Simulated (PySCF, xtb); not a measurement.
Te(H)(GeH3) (GeH4Te), SMILES [GeH3][TeH].

GFN2-xTB (xtb 6.7.1) at its own geometry gives an orbital gap of 4.55 eV and a dipole moment of 0.35 D.

Geometry: B3LYP-D3(BJ)/def2-TZVP. The def2 effective core potentials stand for the cores of Te; spin–orbit coupling is left out.

Task: What does r2SCAN/def2-TZVPD in PySCF give? (The exact figures need the calculation; the answer reports its results.)

Result: gap 4.07 eV (levels -5.66 and -1.59 eV), dipole 0.77 D.
